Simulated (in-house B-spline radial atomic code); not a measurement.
A radial electron density 4πr²n(r) was computed for an atom or ion in its tabulated ground configuration with a B-spline radial code for spherical atoms; method: non-relativistic RPBE, spin-polarised, spherical fractional occupations. Columns: r (bohr), 4πr²n(r) (electrons per bohr), bar.

```
 0.00607   0.2554 #
 0.00711   0.3432 #
 0.00833   0.4597 ##
 0.00976   0.6132 ##
  0.0114   0.8096 ###
  0.0134    1.075 ####
  0.0157    1.409 ######
  0.0184    1.833 #######
  0.0216     2.37 ##########
  0.0253     3.02 ############
  0.0296    3.794 ###############
  0.0347    4.711 ###################
  0.0406    5.735 #######################
  0.0476    6.861 ############################
  0.0558    8.018 ################################
  0.0654    9.117 #####################################
  0.0766    10.04 #########################################
  0.0898    10.67 ###########################################
   0.105    10.89 ############################################
   0.123    10.61 ###########################################
   0.144     9.85 ########################################
   0.169    8.685 ###################################
   0.198    7.368 ##############################
   0.232     6.18 #########################
   0.272    5.405 ######################
   0.319    5.232 #####################
   0.374    5.658 #######################
   0.438    6.466 ##########################
   0.513    7.313 ##############################
   0.601    7.841 ################################
   0.705    7.796 ################################
   0.826    7.124 #############################
   0.967    5.968 ########################
    1.13    4.591 ###################
    1.33    3.173 #############
    1.56    2.008 ########
    1.82    1.177 #####
    2.14   0.6092 ##
     2.5   0.2946 #
    2.93    0.126 #
    3.44  0.04619
```

Problem. Which atom or ion is it?
A. Mg2+
B. Ne
C. Ne+
D. Al+

Solution. B. The area under the curve, ∫4πr²n dr = ∫r·4πr²n d(ln r) on this logarithmic grid, is 10 electrons; among the options with that count, the innermost peak, which lies near 1/Z bohr, picks Z = 10. The configuration is [He] 2s2 2p6.
